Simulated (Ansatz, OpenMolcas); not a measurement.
## Computed against measured: dipole moment

6 molecules with halogens; the dipole moment in D, computed less measured. Shapes, held fixed at every level: PBE0-D4/def2-TZVP. No vibrational averaging. Dipoles are compared by magnitude; molecules under 1 D, whose direction can flip, are left out. Programs: Ansatz 0.2.0, OpenMolcas 26.06. Measured values: NIST CCCBDB.

Levels: A = PBE-D4/def2-TZVPP; B = M06-L/aug-cc-pVDZ; C = wB97M-V/def2-TZVPP.

```csv
molecule,measured,A,B,C
CH2Cl2 (dichloromethane),1.60,-0.04,+0.07,+0.03
CH2ClF (chlorofluoromethane),1.82,-0.14,-0.03,-0.04
CHBrF2 (bromodifluoromethane),1.50,-0.22,-0.18,-0.13
SiH3Cl (SMILES [SiH3]Cl),1.31,-0.15,+0.15,-0.07
C2H3Br (vinyl bromide),1.42,-0.09,-0.03,+0.05
C2H5F (SMILES CCF),1.96,-0.21,-0.11,-0.09
```

(1) Which level does best on this set, which worst, and which err to one side?

Results:

(1) 
```json
{"level": "PBE-D4/def2-TZVPP", "kind": "GGA", "mean error": "-0.142", "mean absolute error": "0.142", "worst case": "CHBrF2"}
{"level": "M06-L/aug-cc-pVDZ", "kind": "meta-GGA", "mean error": "-0.022", "mean absolute error": "0.095", "worst case": "CHBrF2"}
{"level": "wB97M-V/def2-TZVPP", "kind": "range-separated hybrid", "mean error": "-0.042", "mean absolute error": "0.068", "worst case": "CHBrF2"}
```

On this set wB97M-V/def2-TZVPP has the smallest mean absolute error and PBE-D4/def2-TZVPP the largest. PBE-D4/def2-TZVPP is too low in 6 of 6; M06-L/aug-cc-pVDZ is too low in 4 of 6; wB97M-V/def2-TZVPP is too low in 4 of 6. The smallest two are near a tie. Relativity is left out for Br. The set is small.
